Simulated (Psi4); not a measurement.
C2H6Te, charge -1, doublet, at the geometry of the source list (a state made from the parent by changing its charge; the spin is typed, not shown lowest) (core potentials on Te) (a gas-phase anion, which may not be bound at this level); Psi4 with PBE0/def2-SV(P).

Here is a job for Psi4.
```
memory 2 GB

molecule {
-1 2
  C     1.58710000   -0.09640000    0.02730000
  Te    0.06580000    0.68660000   -1.30570000
  C    -1.58550000    0.10180000   -0.03050000
  H     2.04770000   -0.97560000   -0.40480000
  H     2.34410000    0.65480000    0.20250000
  H     1.12590000   -0.36030000    0.96760000
  H    -1.21530000   -0.55540000    0.74240000
  H    -2.32110000   -0.42430000   -0.62090000
  H    -2.04860000    0.96880000    0.42210000
}

set basis def2-sv(p)
set reference uks

energy('pbe0')
print_variables()
```

Output, abridged:

```
   => Loading Basis Set <=

    Name: DEF2-SV(P)
    Role: ORBITAL
    Keyword: BASIS

    !!!  WARNING: ECP capability is in beta. Please check occupations closely.  !!!

         ---------------------------------------------------------
                                   SCF
               by Justin Turney, Rob Parrish, Andy Simmonett
                          and Daniel G. A. Smith
                              UKS Reference
         ---------------------------------------------------------

  ==> Geometry <==

    Molecular point group: c1
    Full point group: C1

    Geometry (in Angstrom), charge = -1, multiplicity = 2:

       Center              X                  Y                   Z               Mass
    ------------   -----------------  -----------------  -----------------  -----------------
         C            1.533964431159    -0.650068276708     1.079719340997    12.000000000000
         TE           0.012664431159     0.132931723292    -0.253280659003   129.906222748000
         C           -1.638635568841    -0.451868276708     1.021919340997    12.000000000000
         H            1.994564431159    -1.529268276708     0.647619340997     1.007825032230
         H            2.290964431159     0.101131723292     1.254919340997     1.007825032230
         H            1.072764431159    -0.913968276708     2.020019340997     1.007825032230
         H           -1.268435568841    -1.109068276708     1.794819340997     1.007825032230
         H           -2.374235568841    -0.977968276708     0.431519340997     1.007825032230
         H           -2.101735568841     0.415131723292     1.474519340997     1.007825032230

  Running in c1 symmetry.

  Rotational constants: A =      0.27287  B =      0.19589  C =      0.11908 [cm^-1]
  Rotational constants: A =   8180.49587  B =   5872.68538  C =   3570.02085 [MHz]
  Nuclear repulsion =  130.350951956131581

  Charge       = -1
  Multiplicity = 2
  Electrons    = 43
  Nalpha       = 22
  Nbeta        = 21

  ==> Algorithm <==

  SCF Algorithm Type is DF.
  DIIS enabled.
  MOM disabled.
  Fractional occupation disabled.
  Guess Type is SAD.
  Energy threshold   = 1.00e-06
  Density threshold  = 1.00e-06
  Integral threshold = 1.00e-12

  ==> Primary Basis <==

  Basis Set: DEF2-SV(P)
    Blend: DEF2-SV(P)
    Number of shells: 34
    Number of basis functions: 66
    Number of Cartesian functions: 70
    Spherical Harmonics?: true
    Max angular momentum: 2

  Core potential: DEF2-SV(P)
    Number of shells: 4
    Number of ECP primitives: 18
    Number of ECP core electrons: 28
    Max angular momentum: 3

  ==> DFT Potential <==

   => LibXC <=

    Version 7.1.2
    S. Lehtola, C. Steigemann, M. J. T. Oliveira, and M. A. L. Marques,  SoftwareX 7, 1–5 (2018) (10.1016/j.softx.2017.11.002)

   => Composite Functional: PBE0 <=

    PBE0 Hyb-GGA Exchange-Correlation Functional

    C. Adamo and V. Barone,  J. Chem. Phys. 110, 6158 (1999) (10.1063/1.478522)
    M. Ernzerhof and G. E. Scuseria,  J. Chem. Phys. 110, 5029 (1999) (10.1063/1.478401)

    Deriv               =              1
    GGA                 =           TRUE
    Meta                =          FALSE

    Exchange Hybrid     =           TRUE
    MP2 Hybrid          =          FALSE

   => Exchange Functionals <=

    0.7500   Perdew, Burke & Ernzerhof

   => Exact (HF) Exchange <=

    0.2500               HF

   => Correlation Functionals <=

    1.0000   Perdew, Burke & Ernzerhof

   => LibXC Density Thresholds  <==

    XC_HYB_GGA_XC_PBEH:  1.00E-15

   => Molecular Quadrature <=

    Radial Scheme          =       TREUTLER
    Pruning Scheme         =           NONE
    Nuclear Scheme         =       TREUTLER

    Blocking Scheme        =         OCTREE
    BS radius alpha        =              1
    Pruning alpha          =              1
    Radial Points          =             75
    Spherical Points       =            302
    Total Points           =         193586
[...]

   -------------------------
    Irrep   Nso     Nmo
   -------------------------
     A         66      66
   -------------------------
    Total      66      66
   -------------------------

  ==> Iterations <==

                           Total Energy        Delta E     RMS |[F,P]|

   @DF-UKS iter SAD:  -345.10414258626724   -3.45104e+02   0.00000e+00
   @DF-UKS iter   1:  -347.04479629595579   -1.94065e+00   1.45517e-02 DIIS/ADIIS
   @DF-UKS iter   2:  -346.81345628888374    2.31340e-01   1.69337e-02 DIIS/ADIIS
   @DF-UKS iter   3:  -347.58904572426712   -7.75589e-01   1.54858e-03 DIIS/ADIIS
   @DF-UKS iter   4:  -347.59292799280468   -3.88227e-03   1.20507e-03 DIIS/ADIIS
   @DF-UKS iter   5:  -347.59654464082467   -3.61665e-03   2.87080e-04 DIIS/ADIIS
   @DF-UKS iter   6:  -347.59679068485048   -2.46044e-04   1.03497e-04 DIIS/ADIIS
   @DF-UKS iter   7:  -347.59683990531244   -4.92205e-05   3.57683e-05 DIIS
   @DF-UKS iter   8:  -347.59685439763791   -1.44923e-05   1.96380e-05 DIIS
   @DF-UKS iter   9:  -347.59686073878271   -6.34114e-06   9.18528e-06 DIIS
   @DF-UKS iter  10:  -347.59686222149065   -1.48271e-06   2.35598e-06 DIIS
   @DF-UKS iter  11:  -347.59686234148614   -1.19995e-07   5.33585e-07 DIIS
  Energy and wave function converged.

  ==> Post-Iterations <==

   Electrons on quadrature grid:
      Nalpha   =   21.9999862623 ; deviation = -1.374e-05
      Nbeta    =   20.9999852778 ; deviation = -1.472e-05
      Ntotal   =   42.9999715401 ; deviation = -2.846e-05

   @Spin Contamination Metric:   2.753320365E-03
   @S^2 Expected:                7.500000000E-01
   @S^2 Observed:                7.527533204E-01
   @S   Expected:                5.000000000E-01
   @S   Observed:                5.000000000E-01

    Orbital Energies [Eh]
    ---------------------

    Alpha Occupied:

[...]
      22A      0.129591

    Alpha Virtual:

[...]
    Beta Occupied:

[...]
    Beta Virtual:

[...]
    Final Occupation by Irrep:
              A
    DOCC [    21 ]
    SOCC [     1 ]
    NA   [    22 ]
    NB   [    21 ]

  @DF-UKS Final Energy:  -347.59686234148614

   => Energetics <=

    Nuclear Repulsion Energy =            130.3509519561315813
    One-Electron Energy =                -841.7777012738895337
    Two-Electron Energy =                 389.7342334508823569
    DFT Exchange-Correlation Energy =     -25.9043464746104988
    Empirical Dispersion Energy =           0.0000000000000000
    VV10 Nonlocal Energy =                  0.0000000000000000
    Total Energy =                       -347.5968623414861440

  UHF NO Occupations:
  HONO-2 :   20  A 1.9997456
  HONO-1 :   21  A 1.9993249
  HONO-0 :   22  A 1.0000000
  LUNO+0 :   23  A 0.0006751
  LUNO+1 :   24  A 0.0002544
  LUNO+2 :   25  A 0.0002414
  LUNO+3 :   26  A 0.0001092

Computation Completed

Properties will be evaluated at   0.000000,   0.000000,   0.000000 [a0]

Properties computed using the SCF density matrix

 Multipole Moments:

 ------------------------------------------------------------------------------------
     Multipole            Electronic (a.u.)      Nuclear  (a.u.)        Total (a.u.)
 ------------------------------------------------------------------------------------

 L = 1.  Multiply by 2.5417464519 to convert [e a0] to [Debye]
 Dipole X            :          1.3337314           -1.3420720           -0.0083406
 Dipole Y            :         14.0040071          -14.0506195           -0.0466124
 Dipole Z            :        -26.6624848           26.7481517            0.0856669
 Magnitude           :                                                    0.0978831

 ------------------------------------------------------------------------------------

  Variable Map:
  ----------------------------------------------------------------------------
[...]
  Array Variable Map:
  ----------------------------------------------------------------------------
[...]
[...]
```
